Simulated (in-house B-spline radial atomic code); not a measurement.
What moves the levels of Xe ([Kr] 4d10 5s2 5p6)? Level of theory: Dirac-Hartree-Fock, average of configuration, Fermi nucleus of rms radius 4.7859 fm; calculated with an all-electron radial atomic-structure program (B-spline basis).

Baseline run (computed): total energy -7446.8985 hartree, 1s1/2 at -1277.257 hartree, 5p3/2 at -11.968 eV with <r> = 2.352 bohr.

Scaling the speed of light c (a factor of 100 is close to the non-relativistic limit):

```csv
c/c0,ΔE (hartree),5p3/2 level (eV),5p3/2 <r> (bohr)
0.9,-55.643,-11.8456,2.356
0.98,-9.6203,-11.9465,2.352
1.02,8.9991,-11.9875,2.351
3,192.58,-12.394,2.339
100,214.84,-12.4436,2.338
```

Changing the nucleus:

```tsv
nucleus	ΔE (eV)
Gaussian nucleus of rms radius 4.7859 fm	-0.028
uniform spherical nucleus of rms radius 4.7859 fm	0.00953
Fermi nucleus of rms radius 4.6902 fm	-0.261
Fermi nucleus of rms radius 4.8816 fm	0.266
```

A larger nucleus binds the electrons less, roughly as the density at the nucleus times the change of the nuclear <r²>. At equal rms radius the shape enters only through higher moments.

Question: The nuclear charge is raised by 0.1. What does the Hellmann-Feynman theorem predict for the energy, and what is found?

Answer: dE/dZ ≈ -Σ<1/r>, which is -335.385 at the start and -336.258 at the end; their mean times 0.1 is -33.582 hartree, and the two runs differ by -33.582 hartree.
